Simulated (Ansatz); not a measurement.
Molecule: C$_{3}$H$_{11}$NSi, net charge 0, singlet state. 
Structure (B3LYP-D3(BJ)/def2-TZVP (Ansatz, a program for electronic structure) minimum search):
```
Si
N 1 1.7334
H 2 1.0084 1 120.21
H 2 1.0084 3 110.34 1 146.80
C 1 1.8740 2 107.06 3 -48.36
H 5 1.0916 1 111.08 2 -59.99
H 5 1.0925 6 108.17 1 122.09
H 5 1.0933 6 107.85 7 115.79
C 1 1.8740 2 107.06 3 -168.09
H 9 1.0916 1 111.08 2 59.99
H 9 1.0925 10 108.17 1 -122.09
H 9 1.0933 10 107.85 11 -115.79
C 1 1.8817 2 113.90 3 71.78
H 13 1.0929 1 111.16 2 -59.91
H 13 1.0929 14 107.60 1 -121.92
H 13 1.0934 14 107.68 15 -115.82
```
Charge 0, spin multiplicity 1.

Property: vertical ionisation energy (to the doublet state of charge +1; each state is the SCF solution reached for its spin), in eV. Correlated levels leave the core frozen unless marked. Open shells are spin-unrestricted. No spin-orbit coupling. Non-relativistic. 

```json
[
 {"level": "HF/aug-cc-pV(D+d)Z", "program": "Ansatz", "vertical ionisation energy (eV)": "8.07"},
 {"level": "PBE/def2-TZVPD", "program": "Ansatz", "vertical ionisation energy (eV)": "8.70"},
 {"level": "r2SCAN/def2-TZVPD", "program": "Ansatz", "vertical ionisation energy (eV)": "8.79"},
 {"level": "PBE0/def2-TZVPD", "program": "Ansatz", "vertical ionisation energy (eV)": "8.97"},
 {"level": "wB97X-V/def2-TZVPD", "program": "Ansatz", "vertical ionisation energy (eV)": "9.26"},
 {"level": "B2PLYP/def2-TZVPD", "program": "Ansatz", "vertical ionisation energy (eV)": "9.17"},
 {"level": "MP2/aug-cc-pV(D+d)Z", "program": "Ansatz", "vertical ionisation energy (eV)": "9.48"},
 {"level": "RI-MP2/aug-cc-pV(Q+d)Z", "program": "Ansatz", "vertical ionisation energy (eV)": "9.71"},
 {"level": "CCSD(T)/aug-cc-pV(D+d)Z", "program": "Ansatz", "vertical ionisation energy (eV)": "9.19"}
]
```
